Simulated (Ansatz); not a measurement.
System: CH5OSi, charge 0, doublet. CH5OSi (SMILES [SiH3][CH]O, doublet).
B3LYP-D3(BJ)/def2-TZVP minimum from Ansatz (a quantum-chemistry and plane-wave program):
```xyz
8

C     -0.7846     0.0384    -0.2393
O     -1.2542     0.8442     0.7620
Si     0.9979    -0.4290    -0.2515
H     -1.5079    -0.2830    -0.9815
H     -2.1971     1.0102     0.6496
H      1.3878    -1.1709     0.9751
H      1.8849     0.7589    -0.3449
H      1.2024    -1.2930    -1.4376
```
Charge 0, spin multiplicity 2.

Quantity: atomisation energy (electronic, to ground-state atoms), in kcal/mol. Open shells are spin-unrestricted; no spin-orbit coupling. CBS(X,Y): correlation extrapolated as X^-3, Hartree-Fock from the larger set. A bracket is a step between two methods taken in the basis named. Functionals run without relativity, which enters their misses. Double hybrids freeze cores in their MP2 part. 'core' is core correlation in cc-pwCVTZ (1s frozen past Ne), 'X2C' scalar relativity in cc-pVTZ-DK, both at CCSD(T). For partners of very few electrons the exact lower level stands in for a higher one.

CCSD(T)/CBS(cc-pV(T+d)Z,cc-pV(Q+d)Z) + [CCSDT(Q) - CCSD(T)]/cc-pV(D+d)Z + core + X2C (Ansatz) gives 623.3 kcal/mol.

**Question.** What does PBE/def2-TZVPD (Ansatz) give here, and how do the other levels compare?

**Answer.** PBE gives 627.6 kcal/mol, 4.3 kcal/mol above it. Differences of the others: r2SCAN/def2-TZVPD (Ansatz) 1.4; PBE0/def2-TZVPD (Ansatz) -5.6; wB97M-V/def2-TZVPD (Ansatz) 0.1; B2PLYP/def2-TZVPD (Ansatz) -10.1; CCSD(T)/CBS(cc-pV(T+d)Z,cc-pV(Q+d)Z) + core + X2C (Ansatz) -0.6 kcal/mol. Nearer than PBE: r2SCAN/def2-TZVPD, wB97M-V/def2-TZVPD, CCSD(T)/CBS(cc-pV(T+d)Z,cc-pV(Q+d)Z) + core + X2C.
